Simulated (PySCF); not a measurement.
Harmonic spectrum computed at B3LYP in the def2-SVPD basis family (core potentials from Rb on, PySCF, no spin–orbit coupling):

| ω (cm⁻¹) | IR (km/mol, summed over degenerate members) | degeneracy |
| --- | --- | --- |
| 172 | 65.5 | 2 |
| 520 | 0.0 | 1 |
| 741 | 20.9 | 1 |

Q: Which molecule gave it? In each, all ligands are bound to the one heavy central atom.
A. CuO₂⁻ (triplet)
B. AgO₂⁻ (triplet)
C. RhO₂⁻ (singlet)
D. SnO₂⁻ (doublet)
E. OsO₂⁻ (doublet)

A: A. It has D∞h symmetry with Cu–O 1.728 Å (×2).
